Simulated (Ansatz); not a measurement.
`[CH3][Al]([CH3])[F]` + `FC([SiH3])B[SiH3]` → `[CH3][Al]([CH3])[BH][SiH3]` + `FC(F)[SiH3]`  (redistribution)

Gas-phase electronic energies from Ansatz, PBE0-D4/def2-TZVP geometries. CCSD(T)/CBS adds triple-zeta CCSD(T) − MP2 to the extrapolated MP2 energy (def2 sets, frozen cores). DFT in def2-TZVPP. B3LYP here is the variant with VWN-RPA as its local correlation; programs differ in this. Each species was taken in one conformer, which may not be the lowest.

```json
{"level": "PBE-D4", "ΔE (kcal/mol)": "70.6", "difference from CCSD(T)/CBS": "-2.5"}
{"level": "r2SCAN-D4", "ΔE (kcal/mol)": "73.1", "difference from CCSD(T)/CBS": "0.0"}
{"level": "PBE0-D4", "ΔE (kcal/mol)": "70.8", "difference from CCSD(T)/CBS": "-2.3"}
{"level": "B3LYP-D4", "ΔE (kcal/mol)": "71.8", "difference from CCSD(T)/CBS": "-1.3"}
{"level": "ωB97X-V", "ΔE (kcal/mol)": "69.9", "difference from CCSD(T)/CBS": "-3.2"}
{"level": "ωB97M-V", "ΔE (kcal/mol)": "73.0", "difference from CCSD(T)/CBS": "-0.1"}
{"level": "B2PLYP", "ΔE (kcal/mol)": "72.3", "difference from CCSD(T)/CBS": "-0.8"}
{"level": "PBE", "ΔE (kcal/mol)": "69.6", "difference from CCSD(T)/CBS": "-3.5"}
{"level": "r2SCAN", "ΔE (kcal/mol)": "72.9", "difference from CCSD(T)/CBS": "-0.2"}
{"level": "PBE0", "ΔE (kcal/mol)": "70.0", "difference from CCSD(T)/CBS": "-3.1"}
{"level": "B3LYP", "ΔE (kcal/mol)": "70.0", "difference from CCSD(T)/CBS": "-3.1"}
{"level": "HF/def2-TZVPP", "ΔE (kcal/mol)": "65.2", "difference from CCSD(T)/CBS": "-7.9"}
{"level": "MP2/def2-TZVPP", "ΔE (kcal/mol)": "76.2", "difference from CCSD(T)/CBS": "3.1"}
{"level": "SCS-MP2/def2-TZVPP", "ΔE (kcal/mol)": "73.1", "difference from CCSD(T)/CBS": "0.0"}
{"level": "CCSD/def2-TZVPP", "ΔE (kcal/mol)": "70.8", "difference from CCSD(T)/CBS": "-2.3"}
{"level": "CCSD(T)/def2-TZVPP", "ΔE (kcal/mol)": "71.6", "difference from CCSD(T)/CBS": "-1.5"}
{"level": "HF/def2-QZVPP", "ΔE (kcal/mol)": "65.7", "difference from CCSD(T)/CBS": "-7.4"}
{"level": "MP2/def2-QZVPP", "ΔE (kcal/mol)": "77.2", "difference from CCSD(T)/CBS": "4.1"}
{"level": "SCS-MP2/def2-QZVPP", "ΔE (kcal/mol)": "74.1", "difference from CCSD(T)/CBS": "1.0"}
{"level": "HF/CBS(def2)", "ΔE (kcal/mol)": "65.8", "difference from CCSD(T)/CBS": "-7.3"}
{"level": "MP2/CBS(def2)", "ΔE (kcal/mol)": "77.7", "difference from CCSD(T)/CBS": "4.6"}
{"level": "CCSD/CBS(def2)", "ΔE (kcal/mol)": "72.2", "difference from CCSD(T)/CBS": "-0.9"}
{"level": "CCSD(T)/CBS", "ΔE (kcal/mol)": "73.1", "difference from CCSD(T)/CBS": "0"}
```

Largest T1 diagnostic among the species: 0.014.

The D4 term adds +1.7 kcal/mol with B3LYP and +0.9 kcal/mol with PBE0; it sums over pairs of atoms, weighted by their polarisabilities, and B3LYP, whose exchange is more repulsive, gets the larger term. In def2-TZVPP, CCSD(T) changes the Hartree–Fock value by +6.4 kcal/mol (the triples alone add +0.8 kcal/mol) and MP2 by +11.0 kcal/mol.
